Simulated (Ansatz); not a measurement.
Geometry optimisation, Ansatz, RKS PBE/def2-SVP.

The input (input.yaml):

```yaml
crystal:
  periodic: [false, false, false]
  atoms:
    - { symbol: Si, position_ang: [0.008578, -0.667125, -0.447175] }
    - { symbol: Cl, position_ang: [0.764962, 0.710858, 2.498603] }
    - { symbol: F, position_ang: [1.380376, 0.120014, -0.809371] }
    - { symbol: O, position_ang: [-1.222921, 0.375874, -0.170055] }
    - { symbol: Si, position_ang: [-2.488578, 1.279249, -0.825997] }
    - { symbol: H, position_ang: [-3.782361, 0.649972, -0.397669] }
    - { symbol: H, position_ang: [-2.392959, 2.674104, -0.286408] }
    - { symbol: H, position_ang: [-2.398088, 1.29424, -2.325197] }
    - { symbol: Cl, position_ang: [-0.443566, -1.864928, -2.071544] }
    - { symbol: H, position_ang: [0.224368, -1.533397, 0.721924] }
    - { symbol: H, position_ang: [0.27249, -0.511961, 2.279789] }
basis:
  gaussian: { orbitals: def2-SVP }
hamiltonian:
  xc: pbe
relax:
  f_tol: 0.03
  max_steps: 50
```

Launched with:

```bash
$ ansatz run input.yaml --threads 4 --pin off --max-ram 5120MiB --backend cpu --events-out ev --progress --plain --runs-dir out
```

Q: Where does it end, and by what steps?

A: It converged. The force dipped under the threshold on the way, but the program's further checks kept it going. After 37 steps the energy has fallen by 0.263 eV; Cl2 moved furthest, 1.60 Å.

```csv
step,energy less start (eV),largest force component (eV/Å),accepted
0,0.0000,0.974,yes
2,-0.0820,0.407,yes
4,-0.0994,0.350,yes
6,-0.1209,0.082,yes
8,-0.1277,0.111,yes
10,-0.1402,0.467,yes
12,-0.1675,0.205,yes
14,-0.1901,0.633,yes
16,-0.2266,0.509,yes
18,-0.2404,0.182,yes
20,-0.2482,0.034,yes
22,-0.2499,0.091,yes
24,-0.2514,0.241,yes
26,-0.2542,0.107,yes
28,-0.2535,0.520,no
30,-0.2585,0.194,yes
32,-0.2607,0.203,yes
34,-0.2623,0.121,yes
36,-0.2631,0.033,yes
37,-0.2632,0.007,yes
```

```xyz
11
Properties=species:S:1:pos:R:3
Si 0.224 -0.820 -0.832
Cl -0.725 0.652 3.065
F 1.220 -0.124 -1.912
O -0.685 0.358 -0.095
Si -2.121 1.214 -0.470
H -3.300 0.407 -0.020
H -2.039 2.511 0.269
H -2.175 1.444 -1.951
Cl -1.013 -2.106 -1.862
H 1.027 -1.526 0.194
H -0.491 0.518 1.781
```

Whether the end is a true minimum wasn't checked by a vibrational analysis.

Time of the run: 52 s on 4 threads of Arm Neoverse V2, with other jobs on the host, peak memory 0.19 GiB.
